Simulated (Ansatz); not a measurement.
`CB(C)CN` + NH₃ → `CB(C)N` + CH₃NH₂ at 298.15 K and 1 bar (ligand exchange at a B–C bond).

Isolated molecules relaxed with PBE0-D4/def2-TZVP in Ansatz; ΔE leaves out vibrations. CBS: MP2 limit from def2 TZ/QZ plus the TZ coupled-cluster correction, frozen cores. This one scheme is used for every species. Each species was taken in one conformer, which may not be the lowest.

| species | CCSD(T)/CBS energy (Eh) | H − E (kJ/mol) | S (J/(mol·K)) |
| --- | --- | --- | --- |
| `CB(C)CN` | -199.68537 | 367.7 | 355.3 |
| NH₃ | -56.50880 | 100.5 | 192.4 |
| `CB(C)N` | -160.48988 | 294.3 | 311.2 |
| CH₃NH₂ | -95.75281 | 180.0 | 240.4 |

H − E and S are ideal-gas, rigid-rotor, harmonic terms from PBE0-D4/def2-TZVP, for one conformer and one mirror image of each species. 1 Eh = 2625.50 kJ/mol, R = 8.31446 J/(mol·K).

Problem. By hand: ΔE, ΔH, ΔS and ΔG.

Solution. ΔE = (-160.48988) + (-95.75281) − (-199.68537) − (-56.50880) = -0.04852 Eh = -127.4 kJ/mol. Δ(H − E) = 294.3 + 180.0 − 367.7 − 100.5 = 6.1, so ΔH = -121.3 kJ/mol. ΔS = 311.2 + 240.4 − 355.3 − 192.4 = 3.9 J/(mol·K). ΔG = -121.3 − 298.15 × (3.9)/1000 = -122.5 kJ/mol.

Problem. By hand: the equilibrium constant, and the temperature at which ΔG would vanish if ΔH and ΔS stayed fixed.

Solution. log₁₀ K = −ΔG/(RT ln 10) = 21.5. ΔH and −TΔS have one sign here, so there is no such temperature. One of them is within its doubt of zero, so this could turn.

The number of gas molecules stays the same, so ΔS is small and ΔH decides. A doubt of 5 kJ/mol in ΔE shifts log₁₀ K by 0.9 here. Other conformers and mirror images would add mixing entropy, several J/(mol·K) or more a flexible species. These are equilibria of isolated gas molecules and say nothing of rates. Largest T1 diagnostic: 0.010 (customary marks: 0.02 for closed shells, 0.045 for open ones).
